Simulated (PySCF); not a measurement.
## Polarisability and C₆ of In⁺ (indium, charge +1)

[Kr] 4d10 5s2, closed-shell 1S. Calculation: PySCF 2.14, in x2c-QZVPPall with one added diffuse shell each of s, p, d, f type (14s10p8d5f1g, 128 functions); scalar relativity by spin-free X2C-1e. Coupled (time-dependent) response in atomic units; α is the mean over directions.

```tsv
method	mean α (bohr³)	C₆ (like pair)	S(−4)
UHF	29.61	211.3	394.3
PBE	23.76	163.5	235.0
PBE0	25.00	173.1	266.0
```

S(−4) is the Cauchy moment in α(ω) = α(0) + S(−4) ω² + …

α(iu) at PBE:

```csv
u (hartree),α(iu) (bohr³)
0,23.76
0.0500,23.19
0.100,21.66
0.200,17.38
0.300,13.50
0.500,8.668
0.750,5.803
1.00,4.322
1.50,2.800
2.00,2.007
3.00,1.189
5.00,0.5591
```

A single London oscillator, α(iu) = α/(1 + u²/ω²), gives C₆ = (3/4) ω α². Matching the computed C₆ needs ω = 4 × 163.5 / (3 × 23.76²) = 0.386 hartree.

For an ion, C₆ is the dispersion term alone; charge-induced terms of lower order in 1/R come first.
